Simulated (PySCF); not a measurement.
Ge(OMe)2(OEt)(NH2), SMILES [O]([Ge]([NH2])([O]CC)[O]C)C, GFN2-xTB optimised geometry.

```
22

C     -1.82    -2.06    -3.64
C     -0.86    -1.29    -2.76
O     -1.16    -1.59    -1.40
Ge    -0.56    -0.74     0.00
N     -1.37    -1.63     1.36
O      1.19    -0.74     0.00
C      2.05     0.35     0.29
O     -0.99     0.97     0.00
C     -2.31     1.47     0.13
H     -1.61    -1.86    -4.69
H     -1.73    -3.13    -3.46
H     -2.85    -1.76    -3.43
H     -0.95    -0.21    -2.94
H      0.18    -1.59    -2.98
H     -0.80    -1.74     2.19
H     -1.70    -2.54     1.08
H      2.89     0.29    -0.40
H      2.41     0.27     1.32
H      1.54     1.31     0.17
H     -2.89     1.28    -0.77
H     -2.82     1.01     0.98
H     -2.23     2.54     0.29
```

Density from PBE0/def2-SVP run with PySCF at that geometry.

Minimum of the electron density along straight lines between bonded atoms, close to the bond critical point (lines longer than 1.1 times the sum of covalent radii, or with two minima, are not listed):

| bond | length / Å | ρ at the minimum / e bohr⁻³ | ∇²ρ there / e bohr⁻⁵ | position (fraction from the first atom) |
|---|---|---|---|---|
| C1–C2 | 1.521 | 0.250 | -0.59 | 0.49 |
| C2–O3 | 1.421 | 0.246 | -0.36 | 0.34 |
| O3–Ge4 | 1.746 | 0.147 | 0.76 | 0.53 |
| Ge4–N5 | 1.815 | 0.147 | 0.42 | 0.47 |
| Ge4–O6 | 1.754 | 0.144 | 0.73 | 0.47 |
| O6–C7 | 1.418 | 0.246 | -0.36 | 0.66 |
| Ge4–O8 | 1.767 | 0.141 | 0.69 | 0.47 |
| O8–C9 | 1.415 | 0.249 | -0.37 | 0.66 |
| C1–H10 | 1.087 | 0.276 | -1.00 | 0.62 |
| C1–H11 | 1.087 | 0.277 | -1.02 | 0.63 |
| C1–H12 | 1.087 | 0.277 | -1.02 | 0.63 |
| C2–H13 | 1.096 | 0.281 | -1.05 | 0.63 |
| C2–H14 | 1.095 | 0.282 | -1.06 | 0.63 |
| N5–H15 | 1.011 | 0.330 | -1.52 | 0.76 |
| N5–H16 | 1.011 | 0.330 | -1.52 | 0.77 |
| C7–H17 | 1.091 | 0.282 | -1.08 | 0.63 |
| C7–H18 | 1.092 | 0.281 | -1.06 | 0.63 |
| C7–H19 | 1.089 | 0.285 | -1.10 | 0.64 |
| C9–H20 | 1.092 | 0.281 | -1.06 | 0.63 |
| C9–H21 | 1.091 | 0.283 | -1.08 | 0.64 |
| C9–H22 | 1.091 | 0.282 | -1.08 | 0.63 |
